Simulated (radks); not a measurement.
Q: Ionisation ladder of tungsten, from W XXIII to W XLIV. Each ion is in the ground configuration listed by NIST, and IE = E(next ion) - E(this ion). Calculated with a radial shooting solver on a logarithmic mesh with Libxc functionals: non-relativistic Kohn-Sham, PBE, spin-polarised, spherical densities, point nucleus; open shells are filled with parallel spins first (spin-orbit coupling, left out, can overturn this in heavy ions); relativity is left out, which matters for an element this heavy.

| species | configuration | IE, Delta-SCF (eV) | -e(HOMO) (eV) | HOMO |
|---|---|---|---|---|
| W XXIII | [Kr] 4d10 4f6 | ? | 626.89 | 4f up |
| W XXIV | [Kr] 4d10 4f5 | 695.79 | 672.53 | 4f up |
| W XXV | [Kr] 4d10 4f4 | 743.03 | 719.24 | 4f up |
| W XXVI | [Kr] 4d10 4f3 | ? | 766.99 | 4f up |
| W XXVII | [Kr] 4d10 4f2 | 840.57 | 815.77 | 4f up |
| W XXVIII | [Kr] 4d10 4f1 | 890.81 | 865.53 | 4f up |
| W XXIX | [Kr] 4d10 | 1137.0 | 1112.7 | 4d |
| W XXX | [Kr] 4d9 | ? | 1161.3 | 4d down |
| W XXXI | [Kr] 4d8 | 1235.1 | 1210.4 | 4d down |
| W XXXII | [Kr] 4d7 | 1284.8 | 1259.9 | 4d down |
| W XXXIII | [Kr] 4d6 | 1334.8 | 1309.8 | 4d down |
| W XXXIV | [Kr] 4d5 | ? | 1372.7 | 4d up |
| W XXXV | [Kr] 4d4 | 1450.7 | 1424.6 | 4d up |
| W XXXVI | [Kr] 4d3 | 1503.1 | 1476.8 | 4d up |
| W XXXVII | [Kr] 4d2 | 1555.9 | 1529.5 | 4d up |
| W XXXVIII | [Kr] 4d1 | 1609.0 | 1582.4 | 4d up |
| W XXXIX | [Kr] | 1811.9 | 1786.1 | 4p |
| W XL | [Ar] 3d10 4s2 4p5 | 1863.3 | 1837.7 | 4p down |
| W XLI | [Ar] 3d10 4s2 4p4 | 1914.1 | 1888.8 | 4p down |
| W XLII | [Ar] 3d10 4s2 4p3 | 1980.3 | 1953.8 | 4p up |
| W XLIII | [Ar] 3d10 4s2 4p2 | 2032.9 | 2006.7 | 4p up |
| W XLIV | [Ar] 3d10 4s2 4p1 | 2085.0 | 2059.1 | 4p up |

Estimate the withheld Delta-SCF values.

A: W XXIII: 649.62 eV (NIST 641); W XXVI: 791.30 eV (NIST 784); W XXX: 1185.8 eV (NIST 1180); W XXXIV: 1398.6 eV (NIST 1387).
